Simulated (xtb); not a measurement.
CH$_{3}$S (SMILES C[S-]), charge -1, singlet, geometry from GFN2-xTB; GFN1-xTB (xtb).

xtb was given this input:
```
$ xtb mol.xyz --gfn 1 --chrg -1 --grad --json

# file mol.xyz
5

C     -0.03158867     1.10849493     0.00618882
S      0.01982142    -0.69556393    -0.00388339
H     -1.06837494     1.46368151    -0.03291479
H      0.43481506     1.50121040     0.91770101
H      0.50594923     1.51316136    -0.85978488
```

It wrote (shortened):

```
   ID    Z sym.   atoms
    1    6 C      1
    2   16 S      2
    3    1 H      3-5

           -------------------------------------------------
          |                Calculation Setup                |
           -------------------------------------------------

           -------------------------------------------------
          |                 G F N 1 - x T B                 |
           -------------------------------------------------

          ...................................................
          :                      SETUP                      :
          :.................................................:
          :  # basis functions                  20          :
          :  # atomic orbitals                  19          :
          :  # shells                           11          :
          :  # electrons                        14          :
          :  # halogen bonds                     0          :
          :  max. iterations                   250          :
          :  Hamiltonian                  GFN1-xTB          :
          :  restarted?                      false          :
          :  GBSA solvation                  false          :
          :  PC potential                    false          :
          :  electronic temp.          300.0000000     K    :
          :  accuracy                    1.0000000          :
          :  -> integral cutoff          0.2500000E+02      :
          :  -> integral neglect         0.1000000E-07      :
          :  -> SCF convergence          0.1000000E-05 Eh   :
          :  -> wf. convergence          0.2000000E-04 e    :
          :  Broyden damping             0.4000000          :
          :  net charge                         -1          :
          :  unpaired electrons                  0          :
          ...................................................

 iter      E             dE          RMSdq      gap      omega  full diag
   1     -7.6171764 -0.761718E+01  0.695E+00    4.72       0.0  T
   2     -7.6279202 -0.107438E-01  0.413E+00    4.38       1.0  T
   3     -7.6282666 -0.346430E-03  0.962E-01    4.27       1.0  T
   4     -7.6289112 -0.644587E-03  0.412E-01    4.43       1.0  T
   5     -7.6292102 -0.299004E-03  0.464E-02    4.36       1.0  T
   6     -7.6292137 -0.349608E-05  0.130E-02    4.36       3.4  T
   7     -7.6292140 -0.298357E-06  0.481E-05    4.36     929.3  T
   8     -7.6292140 -0.160050E-11  0.234E-05    4.36    1913.3  T

[...]
         :: total energy              -7.574973815763 Eh    ::
[...]
         9                          0.1631887               4.4406
        10                          0.1631887               4.4406
        11                          0.1799125               4.8957
        12                          0.3364968               9.1565
        13                          0.3364968               9.1565
        14                          0.3477844               9.4637
        15                          0.3477844               9.4637
        16                          0.5269448              14.3389
        17                          0.5269448              14.3389
        18                          0.5322349              14.4828
        19                          0.6739508              18.3391
      -------------------------------------------------------------
                  HL-Gap            0.1601152 Eh            4.3570 eV
             Fermi-level            0.0108399 Eh            0.2950 eV

  Mulliken/CM5 charges         n(s)   n(p)   n(d)
     1C     0.01715 -0.11237   0.979  3.004  0.000
     2S    -0.81705 -0.84211   1.945  4.885 -0.012
     3H    -0.06670 -0.01517   1.067  0.000  0.000
     4H    -0.06670 -0.01517   1.067  0.000  0.000
     5H    -0.06670 -0.01517   1.067  0.000  0.000

Wiberg/Mayer (AO) data.
largest (>0.10) Wiberg bond orders for each atom

 ---------------------------------------------------------------------------
     #   Z sym  total        # sym  WBO       # sym  WBO       # sym  WBO
 ---------------------------------------------------------------------------
     1   6 C    3.982 --     2 S    1.002     4 H    0.993     5 H    0.993
                             3 H    0.993
     2  16 S    1.107 --     1 C    1.002
     3   1 H    1.039 --     1 C    0.993
     4   1 H    1.039 --     1 C    0.993
     5   1 H    1.039 --     1 C    0.993
 ---------------------------------------------------------------------------

Topologies differ in total number of bonds
Writing topology from bond orders to xtbtopo.mol

 dipole moment from electron density (au)
     X       Y       Z
  -0.0284   0.9961   0.0056  total (Debye):    2.533

           -------------------------------------------------
          | TOTAL ENERGY               -7.574973815763 Eh   |
          | GRADIENT NORM               0.015531048845 Eh/α |
          | HOMO-LUMO GAP               4.356955056402 eV   |
           -------------------------------------------------

normal termination of xtb
```
